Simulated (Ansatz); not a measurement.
Gas-phase reaction (SMILES): C[C@@H]1CC[C@H](C)C1 → C[C@@H]1C[CH][C@H](C)C1 + H atom; the C-H bond at the site shown breaks (other sites are not compared here).

Geometries: B3LYP-D3(BJ)/def2-TZVP minima from Ansatz (a quantum-chemistry and plane-wave program), one conformer each, not searched for the lowest. Cores are frozen in the correlated levels unless marked. Open shells are spin-unrestricted. No spin-orbit coupling. Non-relativistic. Basis-set limits of correlation are two-point, X^-3; Hartree-Fock from the larger set. [CCSD(T)-MP2]/basis is that difference in the basis named. Thermal terms are rigid-rotor harmonic-oscillator values from B3LYP-D3(BJ) frequencies (Ansatz) at 298.15 K and 1 atm. 1 Eh = 627.5095 kcal/mol. Atoms have translation alone.

```
species                  E, RI-MP2/CBS(cc-pVTZ,cc-pVQZ)+[CCSD(T)-MP2]/cc-pVTZ (Ansatz) (Eh)  E, PBE-D3(BJ)/def2-TZVPD (Ansatz + dftd3) (Eh)  H - E (Eh)
-----------------------  ------------------------------------------------------------------  ----------------------------------------------  ----------
C[C@@H]1CC[C@H](C)C1                                                             -274.81419                                      -274.90231     0.20500
C[C@@H]1C[CH][C@H](C)C1                                                          -274.14716                                      -274.24493     0.19029
H atom                                                                             -0.49995                                        -0.49962     0.00236
```

Question: Work out ΔE and ΔH at 298.15 K at the first level, then ΔH at the second.

Answer: 
1. ΔE = [(-274.14716) + (-0.49995)] - [(-274.81419)] = 0.16708 Eh = 104.8 kcal/mol at RI-MP2/CBS(cc-pVTZ,cc-pVQZ)+[CCSD(T)-MP2]/cc-pVTZ.
2. The terms H - E add up to -0.01235 Eh, so ΔH = (0.16708 + (-0.01235))×627.5095 = 97.1 kcal/mol.
3. At PBE-D3(BJ)/def2-TZVPD the same steps give ΔE = 99.0 and ΔH = 91.2 kcal/mol, a shift of -5.9 from the first level.
4. These values are not checked against measurement here, since the tables used lack a sound gas-phase enthalpy of formation for at least one species.
